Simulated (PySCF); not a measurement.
Species: C₄H₁₀OSi.
Z-matrix (Å and degrees, PBE0-D3(BJ)/def2-SVP geometry), rows numbered from 1:
```
C 
C   1  1.5345
Si  2  1.8965  1  107.62
C   3  1.8901  2  103.07  1    24.16
C   4  1.5368  3  109.45  2   -48.89
O   1  1.4101  2  111.79  3    32.80
H   1  1.1082  2  110.48  3   -90.20
H   1  1.1011  2  111.09  3   151.44
H   2  1.1017  1  110.55  3  -119.62
H   2  1.1021  1  111.18  3   121.81
H   3  1.4944  2  111.76  1   -96.06
H   3  1.4972  2  111.80  1   142.74
H   4  1.1008  3  112.40  2  -172.94
H   4  1.1037  3  106.17  2    71.38
H   5  1.1090  4  110.47  3   139.49
H   5  1.0998  4  110.18  3  -102.20
```

NICS = −σ at a ghost point: NICS(0) at the centroid of the ring atoms, NICS(1) 1 Å to either side along the normal of their mean plane, zz for the tensor component along that normal. Level: GIAO KT3/pcSseg-2 (PySCF, non-relativistic, gas phase) on the PBE0-D3(BJ)/def2-SVP geometry, one conformer.

Ring bond lengths (Å): C1–C2 1.534, C2–Si3 1.896, Si3–C4 1.890, C4–C5 1.537, C5–O6 1.410, O6–C1 1.410.

**Question.** What do the NICS probes read (ppm)?

**Answer.** 
```
              ring                                                    type  NICS(0)  NICS(1), two faces  NICS(1)zz, two faces  rms pucker (Å)  centre to ring atoms, mean (Å)
C1–C2–Si3–C4–C5–O6  6-membered ring with O and Si; formal bonds all single     -1.4         -1.0 / -2.6             3.8 / 2.3            0.33                            1.52
```

**Question.** What can be read from them?

**Answer.** 
- C1–C2–Si3–C4–C5–O6: mean NICS(1)zz 3.0 ppm, deshielded. C1, C2, Si3, C4, C5 have four or more neighbours, so the value isn't read as a sign of a π ring current.

**Question.** At the first NICS(1) probe listed for ring C1–C2–Si3–C4–C5–O6, 1 Å off the ring, how large is the induced field along the normal in 1 T applied along it?

**Answer.** NICSzz × B0 = 3.8 ppm × 1 T = 4 μT, along the applied field.

**Question.** List the ring angles.

**Answer.** 
- C1–C2–Si3–C4–C5–O6: C1 111.8°, C2 107.6°, Si3 103.1°, C4 109.5°, C5 114.1°, O6 114.7°; sum 660.8° against 720° for a flat convex ring.

**Question.** How do the values depend on the level or the medium?

**Answer.** 
```csv
level,"NICS(0), C1–C2–Si3–C4–C5–O6","mean NICS(1)zz, C1–C2–Si3–C4–C5–O6"
"KT3/pcSseg-2, gas",-1.4,3.0
"PBE0/pcSseg-1, gas",-2.1,2.4
"B97-2/pcSseg-1, gas",-2.0,2.4
"BHandHLYP/pcSseg-1, gas",-2.1,2.4
"CAM-B3LYP/pcSseg-1, gas",-1.9,2.4
"LC-wPBE/pcSseg-1, gas",-2.3,2.2
"WP04/pcSseg-1, gas",-1.9,2.6
"wB97X-D/pcSseg-1, gas",-2.1,2.4
```

The geometry is the same throughout.
